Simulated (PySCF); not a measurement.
## 2 AlF₂ → AlF + AlF₃

Level: B3LYP in the def2-TZVP basis family, all electrons, no relativity, computed in PySCF with density fitting; open shells unrestricted.

```
species                             state and structure      E (Eh)  ZPE (kJ/mol)  H(298 K) − H(0) (kJ/mol)  S° (J/(mol K))
   AlF₂  doublet, C2v, Al–F 1.653 Å (×2); F–Al–F 119.9°  -442.34760          11.1                      11.7           265.8
    AlF                      singlet, C∞v, Al–F 1.672 Å  -342.41115           4.6                       8.9           215.3
   AlF₃                 singlet, D3h, Al–F 1.634 Å (×3)  -542.35837          20.1                      14.2           278.1
```

What is the electronic reaction energy?

At B3LYP/def2-TZVP, ΔE = -195.1 kJ/mol from the differences of the total energies times 2625.5, downhill. The bond broken in AlF₂ is weaker than the one that a second molecule gains.

Add zero-point, thermal and entropy terms for 298.15 K and 1 bar.

ΔZPE = 2.5 and Δ[H(298) − H(0)] = -0.3 kJ/mol give ΔH° = -192.9 kJ/mol. ΔS° = -38.2 J/(mol K), so ΔG° = -192.9 − 298.15 × (-0.0382) = -182 kJ/mol.

Only the bonding shown was studied: isomers, or loss of a ligand pair, can lie lower.
